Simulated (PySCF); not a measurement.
# Partial charges of `C#C[C@@H]1C[Si@H](N)C[C@@H]1C`

Species: C₇H₁₃NSi.
Geometry (GFN2-xTB, Å), atoms numbered from 1 in this order:
```
atom  x, y, z in Å
C1     3.256   -1.336    0.331
C2     2.152   -0.945    0.582
C3     0.808   -0.489    0.866
C4    -0.250   -1.395    0.216
Si5   -1.824   -0.333    0.256
N6    -2.507   -0.249   -1.328
C7    -0.906    1.278    0.677
C8     0.571    0.966    0.413
C9     0.901    1.155   -1.064
H10    4.226   -1.673    0.118
H11    0.663   -0.520    1.954
H12   -0.322   -2.334    0.763
H13    0.051   -1.642   -0.801
H14   -2.739   -0.740    1.340
H15   -2.800   -1.111   -1.760
H16   -3.198    0.464   -1.504
H17   -1.217    2.147    0.102
H18   -1.045    1.529    1.729
H19    1.219    1.629    1.000
H20    0.829    2.208   -1.332
H21    1.914    0.815   -1.274
H22    0.205    0.597   -1.684
```

Density: PBE0/pcSseg-1 (PySCF); schemes: Mulliken, IAO, Hirshfeld and ESP-fitted. The structure is a single GFN2-xTB conformer in the gas phase; no vibrational or solvent corrections.

Problem. Which atoms carry the highest charge in the Mulliken, IAO, Hirshfeld and ESP-fitted schemes?

Solution. All schemes agree: Mulliken Si5 (+0.924); IAO Si5 (+1.010); Hirshfeld Si5 (+0.395); ESP-fitted Si5 (+0.738).

Problem. At which atom do the 4 schemes differ most?

Solution. At N6: from -1.026 (ESP-fitted) to -0.310 e (Hirshfeld), 0.716 e apart.

Problem. For which atoms does the sign change between the 4 schemes (beyond +0.03 e in one, beyond −0.03 e in another)?

Solution. C2, C3 and C8. Atomic charges aren't observables, and each scheme defines them in its own way.

Problem. Tabulate the Mulliken, IAO, Hirshfeld and ESP-fitted charges.

Solution. In e:

| atom | environment | Mulliken | IAO | Hirshfeld | ESP-fitted |
| --- | --- | --- | --- | --- | --- |
| C1 | terminal alkyne carbon | -0.448 | -0.269 | -0.129 | -0.381 |
| C2 | alkyne carbon | +0.359 | -0.020 | -0.029 | -0.177 |
| C3 | propargylic carbon | -0.264 | -0.119 | -0.011 | +0.250 |
| C4 | sp3 carbon bound to silicon | -0.456 | -0.550 | -0.163 | -0.421 |
| Si5 | SiH silicon | +0.924 | +1.010 | +0.395 | +0.738 |
| N6 | silicon-bound nitrogen | -0.638 | -0.837 | -0.310 | -1.026 |
| C7 | sp3 carbon bound to silicon | -0.456 | -0.558 | -0.166 | -0.477 |
| C8 | sp3 CH carbon | -0.301 | -0.083 | -0.016 | +0.185 |
| C9 | methyl carbon | -0.212 | -0.424 | -0.124 | -0.411 |
| H10 | alkyne hydrogen | +0.030 | +0.197 | +0.086 | +0.287 |
| H11 | methine hydrogen | +0.149 | +0.151 | +0.049 | +0.038 |
| H12 | methylene hydrogen | +0.142 | +0.150 | +0.036 | +0.097 |
| H13 | methylene hydrogen | +0.146 | +0.153 | +0.038 | +0.152 |
| H14 | Si–H hydrogen | -0.097 | -0.165 | -0.098 | -0.189 |
| H15 | N–H hydrogen | +0.186 | +0.260 | +0.117 | +0.376 |
| H16 | N–H hydrogen | +0.186 | +0.260 | +0.117 | +0.384 |
| H17 | methylene hydrogen | +0.129 | +0.144 | +0.037 | +0.149 |
| H18 | methylene hydrogen | +0.136 | +0.143 | +0.034 | +0.079 |
| H19 | methine hydrogen | +0.123 | +0.131 | +0.035 | +0.012 |
| H20 | methyl hydrogen | +0.112 | +0.138 | +0.039 | +0.106 |
| H21 | methyl hydrogen | +0.128 | +0.145 | +0.031 | +0.117 |
| H22 | methyl hydrogen | +0.120 | +0.141 | +0.032 | +0.110 |

Mean size of the charges over all atoms: ESP-fitted 0.280 e, IAO 0.275 e, Mulliken 0.261 e, Hirshfeld 0.095 e. Each set sums to the total charge, 0, to within 0.001 e. The ESP scheme is a least-squares fit of atom-centred charges to the potential on four shells outside the van der Waals surface, with the total charge fixed.

Problem. Sum the charges by element, for elements with more than one atom.

Solution. 
```tsv
element	atoms	Mulliken	IAO	Hirshfeld	ESP-fitted
C	7	-1.778	-2.022	-0.638	-1.432
H	13	+1.491	+1.849	+0.554	+1.720
```

Problem. How many electrons does the Hirshfeld scheme count on C2?

Solution. Z − q = 6 − (-0.029) = 6.029.

Problem. How closely do the schemes follow one another over all atoms?

Solution. Correlation coefficient and root-mean-square difference: IAO with Hirshfeld 0.98, 0.238 e; Hirshfeld with ESP-fitted 0.94, 0.244 e; Mulliken with IAO 0.93, 0.135 e; IAO with ESP-fitted 0.92, 0.143 e; Mulliken with Hirshfeld 0.91, 0.219 e; Mulliken with ESP-fitted 0.78, 0.233 e.

The run behind these numbers computed NMR shieldings as well. Time: 2.2 min of wall time; peak memory 1.1 GiB. Hardware: Intel Xeon at 2.50 GHz, one thread, on a shared host.
